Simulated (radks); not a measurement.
Valence configurations of Kr II (all share [Ar]). Method: Dirac Kohn-Sham, PBE, spin-unpolarised, spherical densities, finite nucleus; open shells are shared between the two j in proportion to 2j + 1; Fermi nuclear charge, rms radius 4.1884 fm; computed with a radial shooting solver on a logarithmic mesh with Libxc functionals. Energies are relative to 3d10 4s2 4p5; eigenvalues in eV.

| valence | E (eV) | e(3d3/2) | e(3d5/2) | e(4p1/2) | e(4p3/2) | e(4s1/2) |
|---|---|---|---|---|---|---|
| 3d10 4s2 4p5 | 0.000 | -94.037 | -92.734 | -20.031 | -19.314 | -33.971 |
| 3d9 4s2 4p6 | 79.552 | -107.70 | -106.33 | -21.940 | -21.125 | -36.683 |
| 3d10 4s1.5 4p5.5 | 7.228 | -94.807 | -93.503 | -20.360 | -19.634 | -34.370 |
| 3d10 4s1 4p6 | 14.494 | -95.565 | -94.260 | -20.683 | -19.947 | -34.761 |
| 3d9.5 4s1.5 4p6 | 45.751 | -101.56 | -100.22 | -21.308 | -20.532 | -35.722 |
| 3d9.5 4s2 4p5.5 | 38.303 | -100.81 | -99.475 | -20.988 | -20.222 | -35.337 |

NIST lists [Ar] 3d10 4s2 4p5 as the ground configuration; this level of theory agrees among the configurations tried. The energies are those of spherical spin-averaged densities, not of single terms.
